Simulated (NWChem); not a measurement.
System: C₂H₄BClO₂; SMILES CC(=O)OBCl

Excerpt of the output:

```
             Northwest Computational Chemistry Package (NWChem) 7.3.0
             --------------------------------------------------------

 C1  symmetry detected

                             Geometry "geometry" -> ""
                             -------------------------

 Output coordinates in angstroms (scale by  1.889725989 to convert to a.u.)

  No.       Tag          Charge          X              Y              Z
 ---- ---------------- ---------- -------------- -------------- --------------
    1 B                    5.0000     0.94798838    -0.98183470    -0.42756908
    2 Cl                  17.0000    -0.30756901    -1.98027945     0.27559983
    3 H                    1.0000     1.91886678    -1.49811460    -0.91193269
    4 O                    8.0000     0.90327011     0.37317495    -0.39001550
    5 C                    6.0000    -0.17279676     1.19431652    -0.13560616
    6 C                    6.0000     0.22675105     2.35760234     0.71402032
    7 O                    8.0000    -1.24973950     0.98256334    -0.59669792
    8 H                    1.0000    -0.61993529     3.04332635     0.82686425
    9 H                    1.0000     1.08432660     2.87472360     0.25973297
   10 H                    1.0000     0.55350269     1.99656935     1.70120610

 Effective nuclear repulsion energy (a.u.)     267.1014785399

                                 NWChem DFT Module
                                 -----------------

 Summary of "ao basis" -> "ao basis" (spherical)
 ------------------------------------------------------------------------------
       Tag                 Description            Shells   Functions and Types
 ---------------- ------------------------------  ------  ---------------------
 B                          def2-svp                 6       14   3s2p1d
 Cl                         def2-svp                 8       18   4s3p1d
 H                          def2-svp                 3        5   2s1p
 O                          def2-svp                 6       14   3s2p1d
 C                          def2-svp                 6       14   3s2p1d

            General Information
            -------------------
          SCF calculation type: DFT
          Wavefunction type:  closed shell.
          No. of atoms     :    10
          No. of electrons :    54
           Alpha electrons :    27
            Beta electrons :    27
          Charge           :     0
          Spin multiplicity:     1
          Use of symmetry is: off; symmetry adaption is: off
          Maximum number of iterations: 150
          AO basis - number of functions:   108
                     number of shells:    50
          Convergence on energy requested:  1.00D-06
          Convergence on density requested:  1.00D-05
          Convergence on gradient requested:  5.00D-04

              XC Information
              --------------
                       M06-2X Method XC Functional
                     Hartree-Fock (Exact) Exchange  0.540
                        M06-2X Exchange Functional  1.000
                      M06-2X Correlation Potential  1.000

             Grid Information
             ----------------
          Grid used for XC integration:  medium
          Radial quadrature: Mura-Knowles
          Angular quadrature: Lebedev.
          Tag              B.-S. Rad. Rad. Pts. Rad. Cut. Ang. Pts.
          ---              ---------- --------- --------- ---------
          B                   0.85       49          11.0       434
          Cl                  1.00       88          12.0       590
          H                   0.35       45          13.0       434
          O                   0.60       49          11.0       434
          C                   0.70       49          11.0       434
          Grid pruning is: on
          Number of quadrature shells:   513
          Spatial weights used:  Erf1

      Superposition of Atomic Density Guess
      -------------------------------------

 Sum of atomic energies:        -710.45655870

      Non-variational initial energy
      ------------------------------

 Total energy =    -713.193913
 1-e energy   =   -1507.271415
 2-e energy   =     526.976024
 HOMO         =      -0.377905
 LUMO         =       0.014181

     ---------------------------------------------
      Total Density - Mulliken Population Analysis
     ---------------------------------------------

    Atom       Charge   Shell Charges
 -----------   ------   -------------------------------------------------------
    1 B    5     4.44   1.99  0.83  0.17  1.09  0.25  0.12
    2 Cl  17    17.27   2.00  1.99  1.22  0.70  5.94  2.16  3.24  0.01
    3 H    1     1.07   0.72  0.34  0.01
    4 O    8     8.50   1.99  1.10  0.59  3.02  1.78  0.01
    5 C    6     5.12   1.99  0.89  0.19  1.42  0.50  0.12
    6 C    6     6.26   1.99  0.96  0.17  2.08  1.04  0.02
    7 O    8     8.71   1.99  1.13  0.66  3.08  1.82  0.01
    8 H    1     0.90   0.67  0.20  0.02
    9 H    1     0.87   0.65  0.19  0.03
   10 H    1     0.87   0.65  0.19  0.03

   convergence    iter        energy       DeltaE   RMS-Dens  Diis-err
 ---------------- ----- ----------------- --------- --------- ---------
 d= 0,ls=0.0,diis     1   -713.6080012133 -9.81D+02  1.50D-02  1.18D+00
 d= 0,ls=0.0,diis     2   -713.5401372614  6.79D-02  8.62D-03  2.35D+00
 d= 0,ls=0.0,diis     3   -713.7579328701 -2.18D-01  1.48D-03  4.33D-02
 d= 0,ls=0.0,diis     4   -713.7612302071 -3.30D-03  6.29D-04  1.37D-02
 d= 0,ls=0.0,diis     5   -713.7621553360 -9.25D-04  2.11D-04  5.72D-04
  Resetting Diis
 d= 0,ls=0.0,diis     6   -713.7622161063 -6.08D-05  9.40D-05  5.05D-05
 d= 0,ls=0.0,diis     7   -713.7622239696 -7.86D-06  3.30D-05  4.57D-06
 d= 0,ls=0.0,diis     8   -713.7622242110 -2.41D-07  1.25D-05  3.97D-06
 d= 0,ls=0.0,diis     9   -713.7622246471 -4.36D-07  4.67D-06  3.22D-07

         Total DFT energy =     -713.762224647066
      One electron energy =    -1510.665227867904
           Coulomb energy =      591.536878590731
    Exchange-Corr. energy =      -61.735353909796
 Nuclear repulsion energy =      267.101478539903

 Numeric. integr. density =       53.999997346005

                       DFT Final Molecular Orbital Analysis
                       ------------------------------------

 Vector   25  Occ=2.000000D+00  E=-3.967411D-01
              MO Center= -1.5D-01, -1.4D+00,  1.1D-01, r^2= 2.5D+00
   Bfn.  Coefficient  Atom+Function         Bfn.  Coefficient  Atom+Function
  ----- ------------  ---------------      ----- ------------  ---------------
    27      0.503238   2 Cl pz               24      0.374875   2 Cl pz
    43     -0.254327   4 O  pz               21      0.215512   2 Cl pz
    25      0.205656   2 Cl px               46     -0.205473   4 O  pz
    26      0.158346   2 Cl py               22      0.152847   2 Cl px
    23      0.116223   2 Cl py               85      0.113753   7 O  pz

 Vector   26  Occ=2.000000D+00  E=-3.897027D-01
              MO Center= -3.5D-01, -6.7D-01, -5.0D-02, r^2= 3.9D+00
   Bfn.  Coefficient  Atom+Function         Bfn.  Coefficient  Atom+Function
  ----- ------------  ---------------      ----- ------------  ---------------
    26      0.375019   2 Cl py               23      0.283147   2 Cl py
    25     -0.280749   2 Cl px               84     -0.264961   7 O  py
    22     -0.213870   2 Cl px               41      0.196727   4 O  px
    87     -0.191075   7 O  py               85     -0.181279   7 O  pz
    20      0.162019   2 Cl py               44      0.153810   4 O  px

 Vector   27  Occ=2.000000D+00  E=-3.623242D-01
              MO Center= -3.0D-01, -9.9D-02, -2.3D-01, r^2= 4.3D+00
   Bfn.  Coefficient  Atom+Function         Bfn.  Coefficient  Atom+Function
  ----- ------------  ---------------      ----- ------------  ---------------
    84      0.395898   7 O  py               25     -0.273516   2 Cl px
    87      0.272952   7 O  py               26      0.233391   2 Cl py
    22     -0.211141   2 Cl px               68     -0.205741   6 C  s
    41     -0.177758   4 O  px               23      0.171081   2 Cl py
    33      0.171381   3 H  s                34      0.153704   3 H  s

 Vector   28  Occ=0.000000D+00  E= 2.096722D-03
              MO Center=  4.4D-01, -2.5D-01, -3.1D-01, r^2= 3.8D+00
   Bfn.  Coefficient  Atom+Function         Bfn.  Coefficient  Atom+Function
  ----- ------------  ---------------      ----- ------------  ---------------
     9      0.472614   1 B  pz                6     -0.423518   1 B  pz
    60     -0.328407   5 C  pz               57     -0.271167   5 C  pz
    27     -0.249258   2 Cl pz               88      0.215254   7 O  pz
     7      0.208117   1 B  px                4     -0.205099   1 B  px
   105      0.193956  10 H  s                85      0.191542   7 O  pz

[...]

                         DFT ENERGY GRADIENTS

    atom               coordinates                        gradient
                 x          y          z           x          y          z
   1 B       1.791438  -1.855399  -0.807988   -0.004244   0.000533   0.002510
   2 Cl     -0.581221  -3.742186   0.520808    0.001783  -0.000037  -0.000674
   3 H       3.626132  -2.831026  -1.723303    0.002451  -0.000957  -0.001267
   4 O       1.706933   0.705198  -0.737022    0.000041  -0.000341  -0.000086
   5 C      -0.326539   2.256931  -0.256258    0.004847   0.002162   0.002674
   6 C       0.428497   4.455222   1.349303   -0.001033  -0.003579  -0.002689
   7 O      -2.361665   1.856775  -1.127596   -0.004709   0.000168  -0.002029
   8 H      -1.171508   5.751053   1.562547   -0.000483   0.000888   0.000348
   9 H       2.049080   5.432440   0.490824    0.000870   0.000882   0.000168
  10 H       1.045968   3.772969   3.214813    0.000476   0.000281   0.001045
```

Level: M06-2X/def2-SVP. All runs use the structure optimised with PBE0/def2-SVP.

Question: Write an input that gives this output.

Answer: One answer among several that fit: the input that was run:
```
start job
memory heap 200 mb stack 900 mb global 1100 mb
geometry units angstroms noautoz
  B      0.930283    -0.990600    -0.423930
  Cl    -0.311151    -1.965054     0.335704
  H      1.882078    -1.524027    -0.927219
  O      0.897190     0.365203    -0.411114
  C     -0.164329     1.199933    -0.140336
  C      0.269663     2.375785     0.674379
  O     -1.256305     0.988411    -0.564715
  H     -0.567907     3.070534     0.799396
  H      1.117103     2.877049     0.184678
  H      0.623269     2.030862     1.658065
end
basis spherical
  B library def2-svp
  Cl library def2-svp
  H library def2-svp
  O library def2-svp
  C library def2-svp
end
dft
  xc m06-2x
  iterations 150
  mulliken
end
task dft gradient
```
